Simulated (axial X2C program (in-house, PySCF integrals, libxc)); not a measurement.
**TeOH⁺: properties at the nuclei**

Computed with an in-house all-electron X2C program for linear molecules (integrals from PySCF): two-component X2C with atomic mean-field Coulomb and Gaunt terms, Gaussian nuclei, basis Te dyall-v3z, O dyall-av3z, H dyall-v3z with contracted cores.

Te–O–H held linear, with bonds 1.830 and 0.965 Å (near the PBE0 minimum at charge 1 of the determinant lowest at the starting distance; the state shown can have its own minimum elsewhere, held linear; other orders of the atoms were not compared).

Determinant lowest in the PBE0 search, Ω = 1 (⟨Sz⟩ = 0.99, ⟨Lz⟩ = 0.01 at PBE0), spin on the atoms Te 0.88, O 0.13, H -0.01:

| level | Eeff magnitude (GV/cm) | Ws magnitude Te (kHz) | A∥/gI Te (MHz) | qzz Te (a.u.) | A∥/gI O (MHz) | qzz O (a.u.) | A∥/gI H (MHz) | qzz H (a.u.) |
| --- | --- | --- | --- | --- | --- | --- | --- | --- |
| PBE0 | 1.58 | 0.603 | -1250 | 7.56 | -27.6 | 1.77 | -0.271 | 0.45 |
| HF | 1.46 | 1.2 | -1130 | 6.62 | 34.9 | 1.91 | -0.641 | 0.45 |
| PBE | 2.14 | 0.941 | -1250 | 7.84 | -44.7 | 1.72 | 0.0397 | 0.45 |

Determinant 0.31 eV from it at PBE0 and this distance, Ω = 0 (closed shell), highest spinor 71% Te p, 17% O p, 4% O d:

```csv
level,qzz Te (a.u.),qzz O (a.u.),qzz H (a.u.)
PBE0,8.27,1.73,0.45
HF,7.43,1.85,0.45
PBE,8.52,1.68,0.45
```

Eeff is the effective electric field on the electron electric dipole moment in this Ω state and Ws the scalar–pseudoscalar constant of the nucleus named (defined with the proton number Z and per Ω); A∥ (defined per Ω) follows by multiplying with gI = μI/(I μN); qzz is the electric field gradient, eQq0 = 234.96 MHz × Q/barn × qzz. The operators were transformed with the bare-nucleus X2C matrices; with these basis sets, hyperfine constants and field gradients can be off by tens of per cent, and where levels differ in sign neither size nor sign is settled.

Question: With gI(125Te) = -1.7770, Q(17O) = -0.02558 barn (g factors from the IAEA table of nuclear moments by Stone; Q from Pyykkö, Mol. Phys. 2018), turn the PBE0 values of the first state into constants in MHz.

Answer: A∥(125Te) = -1250 × -1.7770 = 2220 MHz; eQq0(17O) = 234.96 × (-0.02558) × (1.77) = -10.6 MHz.

The molecule was held linear; bending was not examined, so a bent shape may lie lower.

Each state is one determinant with collinear spin, which with several unpaired electrons need not be a pure state. Unrestricted Hartree–Fock can overshoot spin polarisation at the nuclei. In the state Ω = 1 the sign of Eeff differs between levels (HF against PBE0). A closed determinant beside an open π² or δ² triplet, such as (π1/2)², mixes with its partner pair into the 0⁺ component of the triplet and ¹Σ⁺, so its energy is not that of a level, and 0⁺ can lie lowest. With several open shells hyperfine constants can be off by a factor of several. Open-shell Ω = 0 determinants with evenly filled partner blocks cannot be reached by this program, so the Ω shown need not be the lowest component. States lie within half an eV, so the first need not be the ground state. The sign of Ws at Te differs between levels in the first state. PBE0 term energies can be off by some tenths of an eV.
